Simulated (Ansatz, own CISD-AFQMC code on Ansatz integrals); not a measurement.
C2H5B, SMILES `[H]/B=C/C` (charge 0, multiplicity 1).

Cartesian coordinates (Å):
```xyz
8

B      1.5809     0.2730     0.2983
C      0.3521     0.3109    -0.3200
C     -0.9680    -0.3174     0.0484
H      2.6429     0.2675     0.7902
H      0.3495     0.9074    -1.2365
H     -1.7392     0.4439     0.1938
H     -0.9000    -0.8986     0.9680
H     -1.3183    -0.9867    -0.7420
```
Charge 0, multiplicity 1.

Frozen-core correlation energies in cc-pVDZ at a geometry from B3LYP-D3(BJ)/def2-TZVP, on an HF energy of -103.26329 Ha (<S^2> = 0.00). Wave-function levels are from Ansatz, the walk from an own CISD-AFQMC code on Ansatz integrals (time step 0.005/Ha, trial state from CCSD amplitudes, largest double 0.10).

| level | correlation energy (mHa) |
|---|---|
| MP2 | -354.6 |
| CCSD | -395.4 |
| CCSD(T) | -408.1 |

**Question.** What correlation energy does phaseless AFQMC give, and where does it lie among these levels?

**Answer.** -410.1 ± 0.4 mHa (one standard error). AFQMC minus each level: MP2 -55.5 mHa, CCSD -14.7 mHa, CCSD(T) -1.9 mHa.
